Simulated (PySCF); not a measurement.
A geometry optimisation, step by step.

C5H5FO2.
Bonds: O1–C2 (double), C2–O3, C2–C4, C4–F5, C4–C6 (double), C6–C7, C7–C8, C6–C8. Hydrogens: H9 on O3; H10, H11 on C7; H12, H13 on C8.

Computed by this run: PySCF, BHandHLYP/def2-SVP geometry optimisation, gas phase; density fitting, grid level 1; the optimiser is geomeTRIC in internal coordinates, started from a GFN2-xTB structure. 7 of its 10 geometries are shown. The frame can shift and turn from step to step; on so coarse a grid that alone can change the energy by a few meV, and forces under 0.02 eV/Å are noise.

Step 0: E = -12060.2484 eV, largest atomic force 1.161 eV/Å
```
atom  x, y, z in Å  |  force x, y, z in eV/Å
O1      1.763    0.111    1.517    0.039  -0.246  -1.076
C2      1.841   -0.162    0.345    0.538   0.160   1.016
O3      2.990   -0.440   -0.272   -0.052   0.052   0.188
C4      0.673   -0.224   -0.560   -0.168  -0.214  -1.046
F5      0.944   -0.546   -1.849   -0.129   0.254   1.081
C6     -0.563    0.011   -0.168   -0.002   0.041   0.167
C7     -1.462    0.365    0.927    0.248  -0.087  -0.249
C8     -1.991    0.114   -0.467    0.323  -0.036   0.004
H9      3.729   -0.389    0.354   -0.614   0.040  -0.157
H10    -1.637   -0.373    1.696   -0.054  -0.238   0.140
H11    -1.427    1.377    1.303    0.008   0.277   0.022
H12    -2.328    0.954   -1.058   -0.039   0.244  -0.100
H13    -2.537   -0.797   -0.664   -0.099  -0.248   0.011
```

Step 2: E = -12060.2803 eV, largest atomic force 0.427 eV/Å
```
atom  x, y, z in Å  |  force x, y, z in eV/Å
O1      1.678    0.141    1.589   -0.376   0.043  -0.008
C2      1.808   -0.138    0.435    0.256   0.044   0.338
O3      2.996   -0.399   -0.090    0.012  -0.086  -0.365
C4      0.700   -0.231   -0.552    0.190   0.008   0.159
F5      1.090   -0.559   -1.774   -0.108  -0.026  -0.168
C6     -0.555   -0.006   -0.233    0.145   0.006   0.091
C7     -1.474    0.345    0.835   -0.022   0.022   0.038
C8     -1.969    0.090   -0.576    0.020  -0.024  -0.062
H9      3.649   -0.315    0.611   -0.104   0.009  -0.009
H10    -1.670   -0.401    1.601   -0.013  -0.007  -0.010
H11    -1.454    1.367    1.205   -0.015   0.009  -0.013
H12    -2.294    0.938   -1.173    0.011   0.003   0.004
H13    -2.510   -0.832   -0.777    0.004  -0.001   0.006
```

Step 3: E = -12060.2798 eV, largest atomic force 0.446 eV/Å
```
atom  x, y, z in Å  |  force x, y, z in eV/Å
O1      1.684    0.147    1.622    0.251  -0.101  -0.312
C2      1.823   -0.135    0.469   -0.263  -0.006  -0.140
O3      2.978   -0.408   -0.124    0.171   0.078   0.405
C4      0.710   -0.225   -0.508   -0.209  -0.022  -0.168
F5      1.069   -0.556   -1.744    0.052  -0.003   0.002
C6     -0.547    0.000   -0.203    0.039   0.052   0.231
C7     -1.496    0.352    0.838   -0.029   0.019   0.017
C8     -1.951    0.088   -0.586    0.047  -0.029  -0.055
H9      3.675   -0.337    0.533   -0.033  -0.001  -0.007
H10    -1.713   -0.394    1.598   -0.010  -0.001   0.009
H11    -1.494    1.376    1.201   -0.012   0.011   0.006
H12    -2.261    0.932   -1.196    0.002   0.006   0.003
H13    -2.481   -0.837   -0.799   -0.005  -0.003   0.008
```

Step 4: E = -12060.2909 eV, largest atomic force 0.210 eV/Å
```
atom  x, y, z in Å  |  force x, y, z in eV/Å
O1      1.675    0.143    1.604   -0.009  -0.010  -0.051
C2      1.816   -0.138    0.453    0.031  -0.034  -0.115
O3      2.989   -0.405   -0.106    0.045   0.008   0.048
C4      0.708   -0.230   -0.528   -0.146  -0.014  -0.104
F5      1.057   -0.560   -1.767    0.107   0.001   0.052
C6     -0.546   -0.002   -0.211    0.002   0.051   0.204
C7     -1.486    0.351    0.839   -0.014   0.010  -0.007
C8     -1.952    0.089   -0.581    0.025  -0.025  -0.051
H9      3.663   -0.327    0.573   -0.027   0.003   0.013
H10    -1.699   -0.394    1.601   -0.004   0.002   0.002
H11    -1.480    1.375    1.203   -0.006   0.004   0.001
H12    -2.265    0.935   -1.189    0.000   0.004   0.003
H13    -2.486   -0.835   -0.791   -0.005  -0.001   0.006
```

Step 6: E = -12060.2932 eV, largest atomic force 0.065 eV/Å
```
atom  x, y, z in Å  |  force x, y, z in eV/Å
O1      1.667    0.136    1.593   -0.001   0.008   0.036
C2      1.816   -0.143    0.442   -0.006   0.006   0.015
O3      2.995   -0.407   -0.102   -0.021  -0.002  -0.016
C4      0.705   -0.232   -0.536    0.055  -0.013  -0.032
F5      1.069   -0.560   -1.770   -0.052  -0.003  -0.006
C6     -0.546   -0.001   -0.209    0.022   0.010   0.048
C7     -1.485    0.355    0.840   -0.005  -0.005  -0.018
C8     -1.951    0.089   -0.580   -0.006  -0.005  -0.030
H9      3.654   -0.326    0.592    0.011  -0.002   0.004
H10    -1.698   -0.389    1.604    0.000   0.002  -0.002
H11    -1.479    1.380    1.202    0.003   0.001  -0.004
H12    -2.265    0.934   -1.188   -0.001   0.001   0.002
H13    -2.486   -0.835   -0.786    0.000   0.001   0.003
```

Step 8: E = -12060.2938 eV, largest atomic force 0.025 eV/Å
```
atom  x, y, z in Å  |  force x, y, z in eV/Å
O1      1.675    0.133    1.600   -0.003  -0.001  -0.005
C2      1.819   -0.147    0.449    0.009   0.001  -0.006
O3      2.995   -0.413   -0.102    0.000  -0.002   0.003
C4      0.707   -0.234   -0.527   -0.018  -0.003  -0.015
F5      1.059   -0.566   -1.763    0.012  -0.003   0.010
C6     -0.544    0.001   -0.200    0.003   0.007   0.024
C7     -1.493    0.361    0.838   -0.003  -0.001  -0.006
C8     -1.945    0.091   -0.586    0.000  -0.001  -0.006
H9      3.659   -0.334    0.588   -0.001  -0.001   0.001
H10    -1.715   -0.380    1.602   -0.001   0.003   0.002
H11    -1.491    1.387    1.197    0.001   0.002  -0.001
H12    -2.253    0.935   -1.199    0.000   0.000  -0.001
H13    -2.479   -0.833   -0.794    0.000   0.000   0.001
```

Step 9: E = -12060.2937 eV, largest atomic force under 0.02 eV/Å
```
atom  x, y, z in Å  |  force x, y, z in eV/Å
O1      1.677    0.132    1.604    0.000   0.002  -0.005
C2      1.820   -0.150    0.453    0.001  -0.008  -0.001
O3      2.996   -0.420   -0.098    0.001   0.001   0.003
C4      0.707   -0.236   -0.523   -0.008   0.001   0.004
F5      1.058   -0.573   -1.758    0.008  -0.001   0.004
C6     -0.543    0.003   -0.196   -0.002   0.000  -0.009
C7     -1.497    0.366    0.835    0.000   0.002  -0.001
C8     -1.942    0.094   -0.591   -0.001   0.001   0.006
H9      3.660   -0.342    0.591   -0.001  -0.001   0.001
H10    -1.724   -0.373    1.600    0.000   0.003   0.001
H11    -1.495    1.393    1.192    0.000   0.002  -0.001
H12    -2.245    0.937   -1.207    0.001  -0.001  -0.002
H13    -2.476   -0.830   -0.799    0.000   0.000   0.000
```

Question: Summarise the path.

Answer: The energy falls by 1.05 kcal/mol from step 0 to step 9; nine tenths of that is first reached at step 4. It rises by more than 0.2 meV at steps 3 and 5. The largest force goes from 1.161 to under 0.02 eV/Å. Among the bonds C4–F5 changes most, from 1.356 to 1.328 Å; the atoms move by 0.021 Å rms after alignment.

Question: Follow the three bonds and two angles with the largest change from start to end.

Answer: 
| step | E above end (kcal/mol) | largest force (eV/Å) | C4–F5 (Å) | O1=C2 (Å) | O3–H9 (Å) | C2–O3–H9 (°) | C4–C6–C8 (°) |
| --- | --- | --- | --- | --- | --- | --- | --- |
| 0 | 1.05 | 1.161 | 1.356 | 1.205 | 0.970 | 110.3 | 150.2 |
| 1 | 0.57 | 0.439 | 1.321 | 1.193 | 0.959 | 106.0 | 152.6 |
| 2 | 0.31 | 0.427 | 1.324 | 1.194 | 0.961 | 107.6 | 151.7 |
| 3 | 0.32 | 0.446 | 1.329 | 1.195 | 0.961 | 108.1 | 150.7 |
| 4 | 0.06 | 0.210 | 1.328 | 1.193 | 0.960 | 107.8 | 150.5 |
| 5 | 0.08 | 0.205 | 1.327 | 1.192 | 0.960 | 107.2 | 150.2 |
| 6 | 0.01 | 0.065 | 1.328 | 1.193 | 0.960 | 107.3 | 150.1 |
| 7 | 0.00 | 0.051 | 1.328 | 1.194 | 0.960 | 107.4 | 149.7 |
| 8 | 0.00 | 0.025 | 1.328 | 1.194 | 0.960 | 107.4 | 149.4 |
| 9 | 0.00 | under 0.02 | 1.328 | 1.194 | 0.960 | 107.4 | 149.1 |

What follows is the cost of the whole optimisation. The run took 67 s on an Intel Xeon Platinum 8259CL at 2.50 GHz with one thread (shared host), and the process peaked at 0.54 GiB of memory.
